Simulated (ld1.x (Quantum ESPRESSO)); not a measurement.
What one change does to a pseudopotential (chromium (Cr), PAW)

Cr, PAW, made with ld1.x (Quantum ESPRESSO) 7.5 (PBE, non-relativistic). Core [Ar], reference 3d5 4s0.75 4p0 (charge +0.25). Waves: 4s (bound): rcut 2.40, rcutus 2.95 bohr; 4s channel at 1.55 Ry: rcut 2.40, rcutus 2.95 bohr; 4p (bound, empty): rcut 2.85, rcutus 3.20 bohr; 4p channel at 4.1 Ry: rcut 2.85, rcutus 3.20 bohr; 3d (bound): rcut 1.15, rcutus 1.60 bohr; 3d channel at -0.05 Ry: rcut 1.15, rcutus 1.60 bohr. Local part: all-electron potential smoothed inside 1.40 bohr (lloc = -2). Core correction: a·sin(br)/r model core inside 0.80 bohr. Augmentation charge: PSQ, inside the norm-conserving radii.

All-electron outer shells of the reference configuration (PBE, non-relativistic, ld1.x):

```tsv
shell	level (eV)	outermost node (bohr)	outermost maximum (bohr)
3p	-46.70	0.33	0.80
4s	-5.30	1.13	2.74
3d	-4.59	–	0.84
4p	-2.12	1.25	3.70
```

Change: waves 4s (bound): rcut 2.26, rcutus 2.40 bohr; 4s channel at 1.55 Ry: rcut 2.26, rcutus 2.40 bohr.

Cutoffs: the cutoffs (Ry, on a coarse ladder) from which the occupation-weighted sum of valence levels, in a spherical-Bessel basis at the reference potential, stays within 10 and 1 mRy of its value at 400 Ry; they do not see the model core or the augmentation charge, which bear on the density cutoff. Errors are all-electron minus pseudo energies relative to the spin-unpolarised reference configuration.

How do hardness, ghosts and transferability respond?

The potential gets neither clearly harder nor softer (40 Ry and 70 Ry → 40 Ry and 70 Ry); the errors of the 7 common tests hardly move; the range in which the s phases agree narrows (upper end at the end of the scan → 1.9); neither file shows a bound ghost at the reference potential, the only one tested.

| quantity | base | changed |
| --- | --- | --- |
| cutoff, loose | 40 Ry | 40 Ry |
| cutoff, tight | 70 Ry | 70 Ry |
| bound ghosts | none | none |
| error for 3d5 4s1 4p0, meV [ΔE -1.15 eV] | -0.3 | -0.3 |
| error for 3d5 4s0 4p0, meV [ΔE 5.63 eV] | -4.1 | -4.0 |
| error for 3d4 4s0 4p0, meV [ΔE 21.78 eV] | -119 | -119 |
| error for 3d2 4s0 4p0, meV [ΔE 101.33 eV] | -3605 | -3605 |
| error for 3d5 4s0 4p1, meV [ΔE 1.88 eV] | -0.5 | -0.5 |
| error for 3d5 4s0.5 4p0, meV [ΔE 1.50 eV] | -0.5 | -0.5 |
| error for 3d5.5 4s0.5 4p0, meV [ΔE -0.50 eV] | -6.0 | -6.0 |
| s: phases at 3.50 bohr within 0.05 rad from the reference energy up to (Ry; the scan ends near 5) | to the end of the scan | 1.9 |
| p: phases at 3.50 bohr within 0.05 rad from the reference energy up to (Ry; the scan ends near 5) | 2.5 | 2.5 |
| d: phases at 3.50 bohr within 0.05 rad from the reference energy up to (Ry; the scan ends near 5) | 3.6 | 3.6 |
| lowest overlap eigenvalue by channel | s 0.49, p 0.26, d 0.89 | s 0.47, p 0.26, d 0.89 |

Base: These tests converged, but a pseudo level misses the all-electron one widely, so the file describes the atom poorly there or has found another state: 3d2 4s0 4p0: empty 4s by 11.0 eV (a node warning on the way).
